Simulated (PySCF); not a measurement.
Mg: excitation energy

Mg [Ne] 3s2 (1S) → Mg [Ne] 3s1 3p1 (3P), as a difference of total energies. Calculation: PySCF 2.14, in aug-cc-pVDZ-DK (5s4p2d, 27 functions); the spin-free X2C one-electron Hamiltonian (Gaussian nucleus). Correlated levels: valence: [Ne] frozen. The calculations carry no spin-orbit coupling.

```
           method  excitation energy (eV)  error (eV)
              UHF                   1.815      -0.899
              LDA                   2.775      +0.061
              PBE                   2.627      -0.087
             PBE0                   2.540      -0.174
           r2SCAN                   2.391      -0.323
            B3LYP                   2.803      +0.089
          r2SCAN0                   2.415      -0.299
          LC-wPBE                   2.374      -0.340
             BLYP                   2.857      +0.143
    MP2 (valence)                   2.350      -0.364
SCS-MP2 (valence)                   2.504      -0.210
```

Reference: 2.714 eV (measured; NIST levels, between the centres of gravity of the two terms).

Errors of the correlated levels include the incompleteness of this basis and the frozen core.
